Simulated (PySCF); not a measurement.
# ³¹P chemical shifts

PySCF calculation with GFN2-xTB structure and shieldings: GIAO PBE0/pcSseg-1; single conformer, no relativistic terms, one averaged value for each set of equivalent atoms, no solvent.

Shieldings were converted by a linear fit to measured shifts: ³¹P (scatter 18.1 ppm rms vs H3PO4, solution or neat liquid). A few per cent of atoms miss by over 2 rms, more outside the fitted compound classes.

(1) Give the ³¹P shifts of `CCC1=C[P@]1(P)=NC`.

(2) Match the shifts 233.9, 191.7, 119.1, 92.9 ppm to `CC(=O)c1csc(C)p1`, `CO/C=P\c1cccs1`, `CC(=O)c1pc(C)cs1`, `C=Cc1pcoc1SC`.

Answers

(1) 
```csv
compound,environment,δ (ppm)
[CH3:1][CH2:2][C:3]1=[CH:4][P@:5]1([PH2:6])=[N:7][CH3:8],"P5: phosphorus bonded to 2 C, N, P, in a 3-membered ring",-74.9
[CH3:1][CH2:2][C:3]1=[CH:4][P@:5]1([PH2:6])=[N:7][CH3:8],"P6: phosphorus bonded to P, 2 H",-161.1
```

(2) 233.9: CC(=O)c1pc(C)cs1 (phosphorus bonded to 2 C, in a 5-membered ring); 191.7: CC(=O)c1csc(C)p1 (phosphorus bonded to 2 C, in a 5-membered ring); 119.1: C=Cc1pcoc1SC (phosphorus bonded to 2 C, in a 5-membered ring); 92.9: CO/C=P\c1cccs1 (phosphorus bonded to 2 C).
